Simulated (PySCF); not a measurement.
Compound: CH5Cl2Ga2N.
SMILES with atom numbers: `[CH2:1]=[N:2][GaH-:3]1[Cl+:4][GaH2-:5][Cl+:6]1` (hydrogens: H7, H8 on C1; H9 on Ga3; H10, H11 on Ga5)

Computed with PBE0-D3(BJ)/def2-SVP geometry optimisation, gas phase in PySCF 2.14.0.

**Question.** What internal coordinates does the optimisation give?

**Answer.** 
| bond | length (Å) |
| --- | --- |
| C1=N2 | 1.263 |
| N2–Ga3 | 1.866 |
| Ga3–Cl4, Ga3–Cl6 | 2.352 |
| Cl4–Ga5, Ga5–Cl6 | 2.384 |
| C1–H7 | 1.109 |
| C1–H8 | 1.114 |
| Ga3–H9 | 1.557 |
| Ga5–H10 | 1.552 |
| Ga5–H11 | 1.554 |

Bonds in one row agree within 0.01 Å and their mean is given. A selection of angles:
| angle | degrees |
| --- | --- |
| N2–C1–H7 | 120.0 |
| N2–C1–H8 | 126.0 |
| H7–C1–H8 | 114.0 |
| C1–N2–Ga3 | 121.6 |
| N2–Ga3–Cl4 | 103.3 |
| N2–Ga3–H9 | 132.4 |
| Cl4–Ga3–Cl6 | 90.7 |
| Cl4–Ga3–H9 | 109.1 |
| Ga3–Cl4–Ga5 | 90.0 |
| Cl4–Ga5–Cl6 | 89.1 |
| Cl4–Ga5–H10 | 106.8 |
| Cl4–Ga5–H11 | 105.6 |
| Cl6–Ga5–H10 | 106.4 |
| H10–Ga5–H11 | 134.0 |

Dihedral angles: C1–N2–Ga3–Cl4 -129° (anticlinal); N2–Ga3–Cl4–Ga5 -100° (anticlinal); Ga3–Cl4–Ga5–Cl6 -4° (synperiplanar); Cl4–Ga5–Cl6–Ga3 4° (synperiplanar); N2–Ga3–Cl6–Ga5 100° (anticlinal). The mirror-image conformer, all signs reversed, is as good.

The 4 Cl–Ga bonds span 2.349 Å (Ga3–Cl4, drawn single) to 2.384 Å (Cl4–Ga5, drawn single), a spread of 0.035 Å. Ga5 (gallium bonded to 2 Cl and 2 H) has angles from 89.1° to 134.0°. The 4-membered ring Ga3–Cl4–Ga5–Cl6 has internal angles of 89.1° to 90.7°; it is slightly puckered (a soft mode that the optimisation may not have finished), 0.04 Å rms from its mean plane, widest ring torsion 4°. N2 (C=N nitrogen) is bent (angle 121.6°). Ga3 (gallium bonded to 2 Cl, N and H) has angles from 90.7° to 132.4°.

Point group: near Cs, missed by 0.18 Å at most; the miss may be what the optimiser left on a soft mode. Whether it is a minimum is left open (no frequencies). The numbers are those of one conformer.
